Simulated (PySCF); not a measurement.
C₄H₅BF₂.
Geometry (PBE0-D3(BJ)/def2-SVP, Å), atoms numbered from 1 in this order:
```xyz
12
C4H5BF2 angstrom
C      2.4867    0.7958    0.1511
C      1.1895    0.1400    0.1731
C      0.1046   -0.3991    0.1904
C     -1.2165   -1.0036    0.2075
B     -2.4126    0.0016    0.0586
F     -3.6525   -0.4527    0.0681
F     -2.2571    1.2988   -0.0823
H      2.9130    0.8673    1.1641
H      2.4070    1.8183   -0.2504
H      3.2041    0.2435   -0.4758
H     -1.3258   -1.7530   -0.5991
H     -1.3850   -1.5756    1.1391
```

Computed at PBE0/pcSseg-1 (PySCF, non-relativistic), with Q(11B) = 0.04059 b: B5, 11B (I = 3/2): χzz = 3.598 MHz, η = 0.585.

**Question.** Where would the pure quadrupole (NQR) lines of 11B at B5 fall for the rigid, isolated species?

**Answer.** From ν = (|χ|/2)√(1 + η²/3): ν = 1.899 MHz (three-coordinate boron).

In a crystal, neighbours and librations shift these lines. With so small a basis the couplings can be 20 % off.

One conformer stands for the species.
